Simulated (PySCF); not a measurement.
C4H10Se.
Bonds: C1–C2, C2–C3, C2–C4, C2–Se5. Hydrogens: H6, H7, H8 on C1; H9, H10, H11 on C3; H12, H13, H14 on C4; H15 on Se5.

Level of theory: core-valence-separated Tamm–Dancoff BHandHLYP/aug-pcX-1 (pcseg-1 on H, def2-SVPD on Se) in PySCF, non-relativistic, gas phase, PBE0-D3(BJ)/def2-SVP geometry.

Computed carbon K-edge spectrum, Gaussian lines of 0.6 eV full width, highest printed point 100; it ends one width below the last computed root. Absolute energies from this functional tend to lie a few eV below measured edges; no shift was applied.

| photon energy (eV) | absorption |
| --- | --- |
| 284.0 | 0 |
| 284.1 | 1 |
| 284.2 | 3 |
| 284.3 | 8 |
| 284.4 | 15 |
| 284.5 | 26 |
| 284.6 | 37 |
| 284.7 | 47 |
| 284.8 | 51 |
| 284.9 | 50 |
| 285.0 | 45 |
| 285.1 | 40 |
| 285.2 | 39 |
| 285.3 | 41 |
| 285.4 | 44 |
| 285.5 | 48 |
| 285.6 | 52 |
| 285.7 | 55 |
| 285.8 | 59 |
| 285.9 | 65 |
| 286.0 | 73 |
| 286.1 | 83 |
| 286.2 | 93 |
| 286.3 | 100 |
| 286.4 | 100 |
| 286.5 | 92 |
| 286.6 | 78 |
| 286.7 | 63 |

Problem. Where are the maxima, and which lines make them up?

Solution. 2 maxima:
- 284.8 eV: C2 (sp3 carbon bound to selenium), 284.79 eV, f = 0.058, 95 % of the height at the exact maximum
- 286.3 eV: C1/C3 (methyl carbon), 286.26 eV, f = 0.058, sum of 2, 47 % of the height at the exact maximum; C4 (methyl carbon), 286.39 eV, f = 0.033, 28 % of the height at the exact maximum; C1/C3 (methyl carbon), 286.58 eV, f = 0.027, sum of 2, 15 % of the height at the exact maximum

Further lines of some strength in the range: C1/C3, 285.39 eV, f = 0.026, sum of 2; C4, 285.44 eV, f = 0.010; C1/C3, 285.78 eV, f = 0.030, sum of 2; C4, 285.90 eV, f = 0.016; C4, 286.65 eV, f = 0.012.

Roots within 0.03 eV on the same or equivalent atoms count as one line; shares under 12 % aren't listed.

Vibrational structure and lifetime widths aren't in the curve. The ionisation threshold wasn't computed; near and above it a finite basis only mimics Rydberg series and continuum. The BHandHLYP/aug-pcX-1 (pcseg-1 on H, def2-SVPD on Se) calculation is non-relativistic and has no spin–orbit coupling, an omission that weighs most on selenium.

Shape of the structure used: `[CH3:1][C:2]([CH3:3])([CH3:4])[SeH:5]`: H–Se5–C2–C1 61°.
